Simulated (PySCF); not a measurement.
C₆H₁₃N.
Geometry (GFN2-xTB, Å), atoms numbered from 1 in this order:
```xyz
20
C6H13N angstrom
C      2.9699    0.3558   -0.5229
C      1.6818    0.5890    0.2529
N      0.6804   -0.3908   -0.1244
C     -0.5633   -0.2533    0.5946
C     -1.6335   -1.2989    0.2395
C     -2.6509   -0.1668    0.0369
C     -1.5020    0.8511    0.0693
H      3.6994    1.1251   -0.2833
H      2.7679    0.3786   -1.5902
H      3.3941   -0.6147   -0.2731
H      1.2789    1.5775    0.0135
H      1.8921    0.5703    1.3392
H      1.0512   -1.3271    0.0170
H     -0.4104   -0.1709    1.6858
H     -1.8684   -2.0321    1.0085
H     -1.3876   -1.8120   -0.6873
H     -3.2309   -0.2052   -0.8823
H     -3.3310   -0.0590    0.8796
H     -1.2028    1.1773   -0.9233
H     -1.6398    1.7169    0.7129
```

Method: PySCF 2.14.0, density-fitted response routines, TDDFT PBE0/def2-SVPD, vertical, gas phase, core orbitals frozen in the response.

Transition dipole moments from the ground state, in atomic units and in the frame of the coordinates above (overall signs are arbitrary), for the states with f of 0.002 or more among the lowest 7:

```csv
state,E (eV),μx,μy,μz
S1,5.984,-0.032,-0.148,-0.182
S2,6.550,-0.209,0.012,0.303
S3,6.601,-0.219,-0.025,0.004
S4,6.684,-0.074,-0.049,-0.555
S5,7.193,-0.318,-0.011,-0.248
S6,7.506,0.184,-0.102,0.092
S7,7.744,0.235,0.145,0.321
```

Problem. Work out the oscillator strengths.

Solution. f = (2/3) ΔE |μ|² with ΔE in hartree (27.2114 eV).

| state | \|μ\|² (au) | \|μ\| (D) | f |
| --- | --- | --- | --- |
| S1 | 0.056 | 0.60 | 0.008 |
| S2 | 0.136 | 0.94 | 0.022 |
| S3 | 0.049 | 0.56 | 0.008 |
| S4 | 0.316 | 1.43 | 0.052 |
| S5 | 0.162 | 1.02 | 0.029 |
| S6 | 0.053 | 0.58 | 0.010 |
| S7 | 0.179 | 1.08 | 0.034 |

Problem. What angle do the transition dipoles of S4 and S5 make?

Solution. |cos θ| = |μa·μb| / (|μa| |μb|) = 0.71, so θ ≈ 44° (taken between 0 and 90°, since the signs are arbitrary).

Problem. What peak molar absorption coefficient would the strongest computed level give as a lone Gaussian band 0.3 eV wide at half height?

Solution. ε(max) = 2.175×10⁸ f / FWHM, with the width in cm⁻¹. S4: 2.175×10⁸ × 0.0517 / 2420 ≈ 4600 L mol⁻¹ cm⁻¹.

The run took 72 s wall on one thread of an Arm Neoverse N1, shared host with 32 logical CPUs at a one-minute load of 24, and the process peaked at 1.0 GiB of memory.

One conformer stands for the species.

Without π bonds the low states may be Rydberg-like; a valence basis with one diffuse set may place them up to an eV too high.
